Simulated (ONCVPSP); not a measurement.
aluminium (Al), ONCV: configuration errors across variants

- Element: Al (Z = 13)
- Generator: ONCVPSP 4.0.1
- Type: optimised norm-conserving Vanderbilt (ONCV)
- Functional: Wu-Cohen
- Relativity: non-relativistic
- Frozen core: [Ne]
- Valence charge: 3
- Reference configuration: 3s2 3p1
- Partial waves: 3s: rc 1.80 bohr, ncon 4, nbas 7, qcut 3.9 1/bohr, 3 projectors, debl 2.8 Ha; 3p: rc 2.60 bohr, ncon 3, nbas 6, qcut 3.3 1/bohr, 2 projectors, debl 1 Ha
- Local potential: polynomial inside 1.75 bohr (lpopt 1, dvloc0 1 Ha)
- Core correction: Teter function, fcfact 1.75, rcfact 1.7

All-electron excitation energies from the reference (eV): (1) 3s2 3p0 5.748; (2) 3s1 3p0 24.907; (3) 3s2 3p0.5 2.076; (4) 3s0 3p3 10.347.

3 further variants failed, have other tests or another functional or relativity, and are left out.

A true bound ghost makes a file unfit for plane-wave use even where its test errors are small: the radial tests pick states by their node count and pass the ghost by.

Errors AE − PS in meV (a dash: test not solved or not reliable):

| change | (1) | (2) | (3) | (4) | bound ghosts | GHOST(+) flags above zero |
| --- | --- | --- | --- | --- | --- | --- |
| base | +2.9 | -59 | +0.8 | -20 | none | s |
| local potential polynomial inside 1.75 bohr (lpopt 1, dvloc0 0.5 Ha) | +2.9 | -59 | +0.8 | -20 | none | s |
| s: nbas 9 | +2.9 | -59 | +0.8 | -20 | none | s |

Give the same row for: s: qcut 5.4; p: qcut 4.6.

+3.3, -56, +0.8, -25; bound ghosts: s; GHOST(+) flags above zero: none.
